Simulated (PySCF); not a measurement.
**Two-component Hartree-Fock for V¹⁰⁺ (vanadium, charge +10)**

Start: [Ne] 3s2 3p1; 3p3/2 filled at m_j = +3/2. Calculated with PySCF 2.14 in an uncontracted even-tempered set (19 s from 0.64 bohr⁻², ratio 2.4; 13 p from 0.83 bohr⁻², ratio 2.4; 5 d from 3.6 bohr⁻², ratio 2.6; 4 f from 5.5 bohr⁻², ratio 2.6): generalised Hartree-Fock with the X2C-1e Hamiltonian and a Gaussian nucleus; one run each with spin-orbit coupling (SO) screened by Boettger's factors, then bare. This is a chosen level, not necessarily the ground level.

| spinor shell | electrons | ε, screened SO (eV) | ε, bare SO (eV) | weight of nominal j (bare SO) | rms radius, bare SO (bohr) |
| --- | --- | --- | --- | --- | --- |
| 1s1/2 | 2 | -5773.6 | -5773.6 | 1.000 | 0.0767 |
| 2s1/2 | 2 | -898.84 | -898.84 | 1.000 | 0.329 |
| 2p1/2 | 2 | -792.41 | -792.90 | 0.996 | 0.298 |
| 2p3/2 | 4 | -785.62 | -785.40 | 0.998 | 0.300 |
| 3s1/2 | 2 | -279.91 | -279.92 | 1.000 | 0.883 |
| 3p3/2 | 1 | -253.93 | -253.89 | 1.000 | 0.896 |

```csv
quantity,screened SO,bare SO
E (hartree),-910.00337,-910.00358
M_J,3/2,3/2
⟨J²⟩,3.754,3.754
⟨L²⟩,2.003,2.003
⟨S²⟩,0.751,0.751
```

Each row is a mean over spinors that exchange with the open shell spreads, by up to 6.621 eV (3s1/2).
